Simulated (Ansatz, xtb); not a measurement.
# Relative energy of two isomers of C5H2BrF3

Structure X is `C#C/C(Br)=C\C(F)(F)F`, a singlet and structure Y is `FC(F)(F)C#C/C=C\Br`, a singlet. Both are isolated molecules in the gas phase, relaxed with B3LYP/def2-SVP.

**Question.** Estimate E(Y) − E(X) at the level CCSD(T)/def2-SVP + ΔMP2/def2-TZVPP.

**Answer.** Too close to call at this level: CCSD(T)/def2-SVP + ΔMP2/def2-TZVPP gives E(Y) − E(X) = −0.96 kJ/mol.

How the difference moves with the method:

```
                             level        geometry  E(Y) − E(X) (kJ/mol)  departure from the last row (kJ/mol)  job, with rough time for the two
                          GFN2-xTB        GFN2-xTB                   −3.23                                 −2.27              optimisation, 0.17 s
                         HF/STO-3G        GFN2-xTB                  −11.29                                −10.33              single point, 0.58 s
                r2SCAN-D4/def2-SVP        GFN2-xTB                   −6.07                                 −5.11               single point, 4.3 s
                    B3LYP/def2-SVP  B3LYP/def2-SVP                   −9.92                                 −8.96                optimisation, 45 s
                       HF/def2-SVP  B3LYP/def2-SVP                   −9.77                                 −8.81           part of the CCSD(T) run
                      MP2/def2-SVP  B3LYP/def2-SVP                   −3.41                                 −2.45           part of the CCSD(T) run
                  CCSD(T)/def2-SVP  B3LYP/def2-SVP                   −2.46                                 −1.50                      single point
CCSD(T)/def2-SVP + ΔMP2/def2-TZVPP  B3LYP/def2-SVP                   −0.96                                                   single point, 2.7 min
```

As drawn, both hold the same kinds of bond in the same numbers.

The largest departure from CCSD(T)/def2-SVP + ΔMP2/def2-TZVPP is that of HF/STO-3G, 10.33 kJ/mol. A small imaginary or near-zero mode remains, so no thermal terms are given. The last row adds to CCSD(T) the change of the MP2 difference between the two basis sets, here +1.50 kJ/mol.

The correlated steps freeze 17 core orbitals; the filled d shell of Br is correlated, in a basis made for valence electrons. Run with Ansatz 0.2.0, xtb 6.7.1; the last row on 4 threads of Arm Neoverse V1 on a shared host.
